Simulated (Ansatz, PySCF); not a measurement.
The pair A = N2 (SMILES N#N) (first 2 atoms), B = CH4O (SMILES CO); geometry from B3LYP-D3(BJ)/def2-TZVP.
(charge 0, multiplicity 1):
```xyz
8

N      0.3202     0.4534    -0.1787
N     -0.0261     0.6827     0.8294
C      0.1895    -0.3285     4.3153
O     -1.0590     0.1527     3.8430
H      0.6734    -0.9992     3.5958
H     -0.0101    -0.8917     5.2260
H      0.8823     0.4854     4.5580
H     -0.9084     0.6325     3.0227
```

Correlated levels freeze the cores. CBS: X⁻³ extrapolation of the correlation energy, Hartree–Fock from the larger set. MP2 and its Hartree–Fock in aug-cc-pVTZ are density fitted.

Programs: Ansatz (Gaussian basis) for Hartree–Fock, density functionals and correlated methods; PySCF for the dispersion terms. 

The monomers are drawn apart, rigid, along the line of their centres of mass. Counterpoise-corrected interaction energies (kcal/mol):

| level | R = 4.772 Å | R = 5.718 Å |
|---|---|---|
| PBE/def2-TZVPPD | -0.4929 | -0.1635 |
| PBE-D3(BJ)/def2-TZVPPD | -0.7159 | -0.2397 |
| wB97M-V/def2-TZVPPD | -0.5465 | -0.2007 |
| MP2/CBS(aug-cc-pVDZ, aug-cc-pVTZ) + ΔCCSD(T)/aug-cc-pVDZ | -0.5800 | -0.2061 |

R is the distance of the centres of mass. Find the local exponent m of E ∝ R⁻ᵐ between the two points.


m = ln(E₁/E₂)/ln(R₂/R₁): PBE/def2-TZVPPD 6.1; PBE-D3(BJ)/def2-TZVPPD 6.1; wB97M-V/def2-TZVPPD 5.5; MP2/CBS(aug-cc-pVDZ, aug-cc-pVTZ) + ΔCCSD(T)/aug-cc-pVDZ 5.7. For scale, two fixed dipoles give m = 3, dipole and quadrupole 4, quadrupoles 5, and dispersion or dipole-induced dipole 6 at long range; at these distances several terms mix, and what is left of overlap and damping shifts m, so it need not match one of them.

Ansatz is an electronic-structure program.
